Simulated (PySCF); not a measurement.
C₈H₉F.
Numbering: `[CH2:1]=[CH:2][C@@H:3]1[CH:4]=[CH:5][C@@H:6]2[CH2:7][C@:8]12[F:9]` (hydrogens: H10, H11 on C1; H12 on C2; H13 on C3; H14 on C4; H15 on C5; H16 on C6; H17, H18 on C7)

Structure used (PBE0-D3(BJ)/def2-SVP), in Å, numbered top down from 1:
```xyz
18
C8H9F angstrom
C      2.8146   -0.7174   -0.1707
C      1.6217   -0.2130    0.1436
C      0.4878   -0.0361   -0.8209
C     -0.0113    1.3861   -0.9674
C     -1.3430    1.4756   -0.8478
C     -1.9486    0.1559   -0.5270
C     -1.5185   -0.4450    0.8045
C     -0.7814   -0.7857   -0.4386
F     -0.8588   -2.0609   -0.8877
H      3.0449   -1.0425   -1.1905
H      3.6026   -0.8297    0.5783
H      1.4237    0.1034    1.1752
H      0.8047   -0.4184   -1.8096
H      0.6681    2.2198   -1.1561
H     -1.9225    2.3968   -0.9427
H     -2.9067   -0.1553   -0.9513
H     -2.1486   -1.2492    1.1933
H     -1.0688    0.2117    1.5549
```

Computed with PySCF at B3LYP/def2-SVPD, non-relativistic, on one gas-phase PBE0-D3(BJ)/def2-SVP geometry that isn't relaxed in the solvent. The solvent is an IEF-PCM continuum (Bondi radii, 1.10 Å for H, scaled by 1.2), and excitations are vertical TDDFT with non-equilibrium linear response and a frozen core. The model holds no explicit solvent molecules, cavitation or dispersion.

Gas-phase singlets (H = HOMO, L = LUMO):

```tsv
state	E (eV)	λ (nm)	f	leading configurations
S1	5.663	219	0.126	H→L 90%
S2	6.063	204	0.004	H→L+1 59%, H-1→L 38%
S3	6.384	194	0.011	H-2→L 85%, H→L+1 9%
S4	6.490	191	0.019	H-1→L 44%, H→L+1 23%
S5	6.557	189	0.023	H→L+2 90%
```

Q: How does the list change in benzene (ε = 2.271)?

A: 
```tsv
state	E (eV)	λ (nm)	f	leading configurations	change by rank (eV)
S1	5.618	221	0.193	H→L 93%	-0.045
S2	6.066	204	0.005	H→L+1 61%, H-1→L 36%	+0.003
S3	6.387	194	0.017	H-2→L 60%, H→L+1 20%	+0.003
S4	6.473	192	0.025	H-1→L 35%, H-2→L 35%	-0.017
S5	6.576	189	0.031	H→L+2 90%	+0.019
```

Q: What are the lowest 5 singlets in chloroform (ε = 4.711)?

A: 
```
state  E (eV)  λ (nm)      f  leading configurations  change by rank (eV)
   S1   5.623     221  0.186                 H→L 93%               -0.040
   S2   6.071     204  0.006    H→L+1 62%, H-1→L 35%               +0.008
   S3   6.395     194  0.016    H-2→L 56%, H→L+1 20%               +0.011
   S4   6.495     191  0.023    H-2→L 38%, H-1→L 33%               +0.005
   S5   6.597     188  0.032               H→L+2 89%               +0.040
```

Q: The ground-state energy changes by -0.116 eV from gas to chloroform. By how much does the total energy of gas-phase S1 change?

A: E(S1) = E(S0) + excitation energy, so it changes by -0.116 − 0.040 = -0.156 eV: it is lowered more than the ground state, which is what a red shift means. This is the vertical state, with the slow part of the continuum still set for S0.

Q: How do the frontier levels move from gas to chloroform?

A: 
```
orbital  gas (eV)  solvent (eV)  change (eV)                  Löwdin shares, gas              Löwdin shares, solvent
 LUMO+2      0.65          0.78        +0.13   C5 11 %, C4 10 %, C1 10 %, C7 9 %     C1 14 %, C4 9 %, C5 9 %, C7 8 %
 LUMO+1      0.14          0.22        +0.08  C1 24 %, C2 24 %, C4 13 %, C5 10 %  C1 23 %, C2 22 %, C4 15 %, C5 12 %
   LUMO     -0.52         -0.42        +0.10  C5 22 %, C4 20 %, C2 13 %, C1 13 %  C5 21 %, C4 19 %, C2 15 %, C1 14 %
   HOMO     -6.78         -6.69        +0.09   C4 24 %, C5 20 %, C6 12 %, C7 8 %   C4 25 %, C5 21 %, C6 12 %, C7 8 %
 HOMO-1     -7.48         -7.42        +0.06    C1 28 %, C2 27 %, C4 8 %, C3 7 %    C1 28 %, C2 27 %, C4 8 %, C3 7 %
 HOMO-2     -7.89         -7.84        +0.05  C8 23 %, F9 17 %, C7 16 %, C6 14 %  C8 23 %, F9 16 %, C7 15 %, C6 14 %
 HOMO-3     -9.01         -8.93        +0.08  C7 18 %, C6 16 %, F9 12 %, C3 10 %  C7 18 %, C6 16 %, F9 10 %, C8 10 %
```

The HOMO–LUMO gap goes from 6.26 to 6.26 eV.
